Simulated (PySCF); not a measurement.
Run record: geometry optimisation, `C#[C][GaH][CH2]C[SiH3]`.

Computed with PBE0-D3(BJ)/def2-SVP geometry optimisation, gas phase (PySCF 2.14.0). Start geometry: GFN2-xTB. A driver script takes a list of jobs; this job's settings line and coordinates (Å) are shown.

Input:
```
{"job": {"xc": "PBE0", "basis": "def2-SVP", "d3": "d3bj", "grid": 1, "kind": "geom"}, "charge": 0, "multiplicity": 1}
C      4.634186     0.558960    -0.077430
C      3.482567     0.424032     0.266561
Ga     1.590489     0.201080     0.793656
C     -0.073621    -0.011880    -0.372246
C     -1.234699    -0.145907     0.619766
Si    -2.909976    -0.355491    -0.255530
H      5.643328     0.677643    -0.364813
H      1.363418     0.189726     2.366464
H     -0.008480    -0.892950    -1.020324
H     -0.221316     0.848372    -1.034578
H     -1.260732     0.737028     1.270037
H     -1.048889    -1.000370     1.281963
H     -3.142445     0.817136    -1.102424
H     -2.851811    -1.561566    -1.084948
H     -3.966434    -0.477823     0.749487
```

Output:
```
step   0  E = -2371.08133061  max force = 0.038946
step   1  E = -2371.08639911  max force = 0.012612
step   2  E = -2371.08856937  max force = 0.007834
step   3  E = -2371.08903024  max force = 0.002869
step   4  E = -2371.08916034  max force = 0.000946
step   5  E = -2371.08917848  max force = 0.000655
step   6  E = -2371.08918378  max force = 0.000323
optimisation converged
```

Energies in Eh; «max force» is the largest Cartesian gradient component in Eh/bohr.

Question: Give the first gradient maximum in eV/Å.

Answer: With 1 Eh/bohr = 51.422 eV/Å, 2.003 eV/Å.

Question: How much energy does the optimisation release, in eV?

Answer: E(step 0) − E(last step) = 0.007853 Eh, which is 0.214 eV.

In short: final energy -2371.08918 Eh after 6 steps; dipole 0.32 D.

Question: Where do the atoms end?

Answer: 0.337 Å rms from the input after alignment:
```
atom  x, y, z in Å
C1     4.3958    0.5306   -0.3909
C2     3.3265    0.4075    0.1852
Ga3    1.6312    0.2112    1.0732
C4     0.0157   -0.0009   -0.0351
C5    -1.3054   -0.1558    0.7241
Si6   -2.8023   -0.3458   -0.4129
H7     5.3388    0.6383   -0.8980
H8     1.6099    0.2308    2.6406
H9     0.1986   -0.8644   -0.7010
H10   -0.0150    0.8685   -0.7177
H11   -1.4885    0.7105    1.3835
H12   -1.2765   -1.0305    1.3972
H13   -2.9314    0.8566   -1.2953
H14   -2.6333   -1.5485   -1.2877
H15   -4.0683   -0.5002    0.3705
```

Question: How long does this job take on one thread of an Arm Neoverse V2, shared host with 96 logical CPUs at a one-minute load of 67? And the peak memory of the process?

Answer: About 53 s, with 0.67 GiB resident at the peak, the Python interpreter and its libraries included.
Labels such as C1 count atoms from 1, the log's own numbers from 0.
